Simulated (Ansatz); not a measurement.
Input file for Ansatz (an electronic-structure program): R-B3LYP-D3(BJ)/def2-TZVP on H2O (SMILES O).

Ansatz 0.2 input:
```yaml
crystal:
  periodic: [false, false, false]
  atoms:
    - {symbol: O, position_ang: [0.00000000, -0.00000000, 0.39750000]}
    - {symbol: H, position_ang: [0.00000000, 0.76320000, -0.19880000]}
    - {symbol: H, position_ang: [0.00000000, -0.76320000, -0.19880000]}
basis:
  gaussian:
    orbitals: def2-TZVP
hamiltonian:
  xc: b3lyp
  dispersion: d3bj
relax: {f_tol: 0.004, max_steps: 120}
scf: {lower_state_search: off}
```

Output:

```
WARN ansatz: RAYON_NUM_THREADS=4 ignored (pool sized by the plan → 4); use --threads N
Functional definition: B3LYP
these checks for a lower state are left out or cut short: stability, starts, cluster_reference, orbital_swaps, neighbouring_geometries, increment
integrals: 0.00 GiB planned
239 factors; their error is unknown
mean field: 0.08 GiB planned
mean field evaluation 1: about -2076.1204 eV, gradient 5.4e1 eV
mean field evaluation 2: about -2068.0811 eV, gradient 8.6e1 eV
mean field evaluation 4: about -2080.6596 eV, gradient 2.5e-1 eV
mean field evaluation 8: about -2080.6617 eV, gradient 2.7e-3 eV
mean field -2080.66171611 eV, -76.4629077438 hartree, gradient 4.3e-6 eV, S^2 0.000000; 0 other end points of the search recorded, 0 dependent functions left out
the calculation of the forces begins
reference -2080.66185361 eV, -76.4629127968 hartree; 5, 5 occupied and 38, 38 virtual orbitals, 239 factors
relax step   1: F+E_penalty+E_count = -2080.67733270 eV  Δ(F+E_penalty+E_count) = +0.000e0 eV  max|allowed force component| = 4.367e-1 eV/Å  Δτ_max = 0.0000 Å  (13 SCF iters, accepted)
these checks for a lower state are left out or cut short: stability, starts, cluster_reference, orbital_swaps, neighbouring_geometries, increment
integrals: 0.00 GiB planned
239 factors; their error is unknown
mean field: 0.08 GiB planned
mean field evaluation 16: about -2080.6610 eV, gradient 4.9e-1 eV
mean field -2080.66350872 eV, -76.4629736209 hartree, gradient 1.2e-6 eV, S^2 0.000000; 0 other end points of the search recorded, 0 dependent functions left out
the calculation of the forces begins
reference -2080.66364556 eV, -76.4629786498 hartree; 5, 5 occupied and 38, 38 virtual orbitals, 239 factors
relax step   2: F+E_penalty+E_count = -2080.67912459 eV  Δ(F+E_penalty+E_count) = -1.792e-3 eV  max|allowed force component| = 1.820e-1 eV/Å  Δτ_max = 0.0036 Å  (19 SCF iters, accepted)
these checks for a lower state are left out or cut short: stability, starts, cluster_reference, orbital_swaps, neighbouring_geometries, increment
integrals: 0.00 GiB planned
239 factors; their error is unknown
mean field: 0.08 GiB planned
mean field -2080.66401127 eV, -76.4629920894 hartree, gradient 1.2e-6 eV, S^2 0.000000; 0 other end points of the search recorded, 0 dependent functions left out
the calculation of the forces begins
reference -2080.66414765 eV, -76.4629971012 hartree; 5, 5 occupied and 38, 38 virtual orbitals, 239 factors
relax step   3: F+E_penalty+E_count = -2080.67962618 eV  Δ(F+E_penalty+E_count) = -5.016e-4 eV  max|allowed force component| = 1.540e-2 eV/Å  Δτ_max = 0.0037 Å  (19 SCF iters, accepted)
these checks for a lower state are left out or cut short: stability, starts, cluster_reference, orbital_swaps, neighbouring_geometries, increment
integrals: 0.00 GiB planned
239 factors; their error is unknown
mean field: 0.08 GiB planned
mean field evaluation 32: about -2080.6618 eV, gradient 2.6e-1 eV
mean field -2080.66402695 eV, -76.4629926657 hartree, gradient 1.2e-6 eV, S^2 0.000000; 0 other end points of the search recorded, 0 dependent functions left out
the calculation of the forces begins
reference -2080.66416331 eV, -76.4629976769 hartree; 5, 5 occupied and 38, 38 virtual orbitals, 239 factors
relax step   4: F+E_penalty+E_count = -2080.67964164 eV  Δ(F+E_penalty+E_count) = -1.546e-5 eV  max|allowed force component| = 4.637e-4 eV/Å  Δτ_max = 0.0009 Å  (19 SCF iters, accepted)
Total energy: -2080.67977800 eV, -76.4635715061 hartree
Atom 0 at    -0.000000     0.000000     0.389611 Å, force    -0.000000     0.000000    -0.000141 eV/Å
Atom 1 at     0.000000     0.764986    -0.194856 Å, force     0.000000     0.000464     0.000070 eV/Å
Atom 2 at     0.000000    -0.764986    -0.194856 Å, force    -0.000000    -0.000464     0.000070 eV/Å
Dipole moment:    -0.000000    -0.000000    -0.429653 e Å
Checks for a lower state left out: stability, starts, cluster_reference, orbital_swaps, neighbouring_geometries, increment
```

The run converged.

Cost: roughly 1.6 core-seconds.
